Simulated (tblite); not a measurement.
Species: C₂H₉GeN₃Si.
Atom-mapped SMILES: `[N:1]#[C:2][Si@@H:3]([NH2:4])[CH2:5][NH:6][GeH3:7]` (hydrogens: H8 on Si3; H9, H10 on N4; H11, H12 on C5; H13 on N6; H14, H15, H16 on Ge7)

Computed with GFN2-xTB (tblite), gas phase: L-BFGS steps from a force-field or distance-geometry start until the largest atomic force falls under 0.01 eV/Å.

Step 44: E = -577.9030 eV
```
atom  x, y, z in Å  |  force x, y, z in eV/Å
N1     -1.4059    2.8613    1.4809    0.019  -0.034  -0.004
C2     -1.3670    1.7863    1.0866    0.003   0.032   0.003
Si3    -1.2686    0.0323    0.4424    0.031  -0.012  -0.027
N4     -2.7717   -0.2266   -0.3463    0.006   0.026   0.005
C5      0.0474   -0.0536   -0.9402    0.011  -0.024   0.005
N6      1.4020    0.3585   -0.5853   -0.016   0.020  -0.026
Ge7     2.6186   -0.6948    0.2400    0.008   0.052  -0.010
H8     -0.9148   -0.8151    1.5938    0.001   0.020  -0.009
H9     -3.6335   -0.1198    0.1623   -0.014  -0.020  -0.012
H10    -2.8576   -0.9375   -1.0535   -0.024  -0.008   0.031
H11     0.1180   -1.0851   -1.2937   -0.017  -0.018  -0.001
H12    -0.2882    0.5441   -1.7965    0.050  -0.008   0.010
H13     1.4339    1.3366   -0.3362   -0.040   0.017   0.011
H14     3.8421   -0.7775   -0.6295   -0.010   0.021   0.037
H15     2.0356   -2.0662    0.3828   -0.016   0.001   0.008
H16     3.0022   -0.1338    1.5809    0.010  -0.065  -0.022
```

Step 45: E = -577.9035 eV
```
atom  x, y, z in Å  |  force x, y, z in eV/Å
N1     -1.4047    2.8603    1.4815    0.016  -0.003   0.009
C2     -1.3668    1.7859    1.0863    0.010  -0.011  -0.021
Si3    -1.2671    0.0320    0.4394    0.004   0.017   0.018
N4     -2.7718   -0.2264   -0.3460    0.016   0.021  -0.009
C5      0.0489   -0.0547   -0.9404   -0.004  -0.018  -0.007
N6      1.4018    0.3599   -0.5857    0.007   0.028  -0.021
Ge7     2.6180   -0.6927    0.2392   -0.002   0.000  -0.001
H8     -0.9144   -0.8123    1.5929    0.006   0.009  -0.004
H9     -3.6326   -0.1189    0.1635   -0.022  -0.018  -0.004
H10    -2.8589   -0.9383   -1.0520   -0.026  -0.009   0.027
H11     0.1202   -1.0863   -1.2916   -0.010  -0.034  -0.011
H12    -0.2871    0.5411   -1.7974    0.044   0.000  -0.008
H13     1.4318    1.3368   -0.3321   -0.046   0.027   0.008
H14     3.8420   -0.7775   -0.6282   -0.002   0.024   0.029
H15     2.0331   -2.0661    0.3787   -0.003   0.029   0.009
H16     3.0002   -0.1338    1.5806    0.012  -0.062  -0.014
```

Step 46: E = -577.9040 eV
```
atom  x, y, z in Å  |  force x, y, z in eV/Å
N1     -1.4067    2.8608    1.4810    0.015   0.007   0.013
C2     -1.3676    1.7866    1.0856    0.015  -0.028  -0.031
Si3    -1.2666    0.0324    0.4381   -0.031   0.033   0.043
N4     -2.7721   -0.2230   -0.3472    0.016   0.015  -0.011
C5      0.0501   -0.0581   -0.9387   -0.013  -0.013  -0.025
N6      1.4011    0.3612   -0.5848    0.030   0.025  -0.011
Ge7     2.6197   -0.6910    0.2368   -0.014  -0.043  -0.004
H8     -0.9177   -0.8101    1.5934    0.011   0.002   0.002
H9     -3.6331   -0.1146    0.1621   -0.016  -0.014  -0.002
H10    -2.8600   -0.9374   -1.0505   -0.026  -0.011   0.023
H11     0.1221   -1.0911   -1.2856   -0.001  -0.029  -0.013
H12    -0.2856    0.5344   -1.7977    0.036  -0.001  -0.019
H13     1.4275    1.3369   -0.3260   -0.048   0.024   0.003
H14     3.8444   -0.7725   -0.6295   -0.001   0.026   0.024
H15     2.0359   -2.0678    0.3719    0.011   0.059   0.006
H16     3.0010   -0.1378    1.5797    0.015  -0.054   0.001
```

Problem. Estimate the geometry and energy of step 47. (The exact step hangs on the optimiser's Hessian estimate; all steps are aligned on step 46, rigid shifts and turns removed.)

Solution. E = -577.9049 eV, largest force 0.096 eV/Å
```
atom  x, y, z in Å  |  force x, y, z in eV/Å
N1     -1.4079    2.8610    1.4810    0.014   0.035   0.023
C2     -1.3679    1.7876    1.0840    0.022  -0.054  -0.044
Si3    -1.2655    0.0336    0.4360   -0.063   0.042   0.059
N4     -2.7722   -0.2174   -0.3494    0.008   0.000  -0.013
C5      0.0519   -0.0629   -0.9375   -0.017   0.000  -0.036
N6      1.4006    0.3638   -0.5851    0.045   0.023   0.005
Ge7     2.6210   -0.6886    0.2339   -0.029  -0.081  -0.007
H8     -0.9212   -0.8070    1.5930    0.017  -0.008   0.013
H9     -3.6325   -0.1102    0.1615   -0.009  -0.005   0.003
H10    -2.8620   -0.9376   -1.0468   -0.019  -0.010   0.015
H11     0.1255   -1.0980   -1.2785    0.010  -0.018  -0.016
H12    -0.2833    0.5254   -1.7992    0.023  -0.004  -0.035
H13     1.4197    1.3374   -0.3165   -0.048   0.016  -0.005
H14     3.8467   -0.7655   -0.6292    0.009   0.025   0.009
H15     2.0376   -2.0678    0.3629    0.021   0.077   0.003
H16     3.0019   -0.1449    1.5785    0.017  -0.038   0.027
```

The energy changes by -0.0009 eV. The first-order estimate −F·Δx gives -0.0012 eV and the mean of the old and new forces, exact on a quadratic surface, -0.0009 eV. The step makes an angle of 74° with the force vector and moves no atom by more than 0.012 Å.

The cost below is that of the whole relaxation. Time: 1.7 s wall. Hardware: an Arm Neoverse N1 with one thread, on a shared host.
